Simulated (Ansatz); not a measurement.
Gas-phase electronic energies from Ansatz, PBE0-D4/def2-TZVP geometries. CBS: MP2 limit from def2 TZ/QZ plus the TZ coupled-cluster correction, frozen cores. This one scheme is used for every species. DFT in def2-TZVPP. def2 core potentials past Kr. For Sn outer-core shells are correlated without core-valence functions, which leaves a few kJ/mol of doubt a bond. Each species was taken in one conformer, which may not be the lowest.

Reaction (ligand exchange at the Sn–S bond): `C[S][SnH3]` + `CSS` → `CS[S][SnH3]` + CH₃SH

`C[S][SnH3]`:

Z-matrix (Å, degrees):
```
C
S 1 1.817
H 1 1.090 2 111.6
H 1 1.090 2 106.5 3 118.3
H 1 1.090 2 111.6 3 -123.3
Sn 2 2.394 1 99.5 3 61.6
H 6 1.709 2 108.9 1 -59.2
H 6 1.701 2 106.7 1 -179.7
H 6 1.709 2 108.9 1 59.7
```

`CSS`:

Z-matrix (Å, degrees):
```
C
S 1 1.802
H 1 1.089 2 110.8
H 1 1.090 2 111.1 3 123.0
H 1 1.093 2 106.0 3 -118.4
S 2 2.037 1 103.0 3 -56.7
H 6 1.349 2 99.3 1 -87.6
```

`CS[S][SnH3]`:

Cartesian coordinates in Å:
```
C -0.393 -1.724 0.970
S 0.586 -1.503 -0.525
S 1.720 0.148 -0.064
Sn 0.216 1.841 -0.908
H -1.045 -0.867 1.142
H -1.005 -2.613 0.801
H 0.252 -1.886 1.832
H 0.095 1.647 -2.595
H -1.297 1.593 -0.159
H 0.870 3.363 -0.493
```

CH₃SH:

Z-matrix (Å, degrees):
```
C
S 1 1.806
H 1 1.089 2 111.5
H 1 1.089 2 111.5 3 -123.8
H 1 1.090 2 106.2 3 118.1
H 2 1.342 1 97.1 3 61.9
```

```csv
level,ΔE (kJ/mol)
CAM-B3LYP-D4,-6.0
CCSD(T)/def2-TZVPP,-6.9
```

What does CCSD(T)/CBS give? (Best estimate.)

Computed: -7.7 kJ/mol. The listed levels differ from it by 1.7, 0.8 kJ/mol.

Largest T1 diagnostic among the species: 0.013.

The D4 term adds −3.5 kJ/mol with B3LYP and −2.0 kJ/mol with PBE0; it sums over pairs of atoms, weighted by their polarisabilities, and B3LYP, whose exchange is more repulsive, gets the larger term. Leaving LDA and LC-ωPBE aside and taking each functional with its dispersion term where it has one, the values, not all of them listed here, spread over 2.7 kJ/mol, from BLYP-D4 to ωB97X-V.

B3LYP here is the variant with VWN-RPA as its local correlation; programs differ in this.
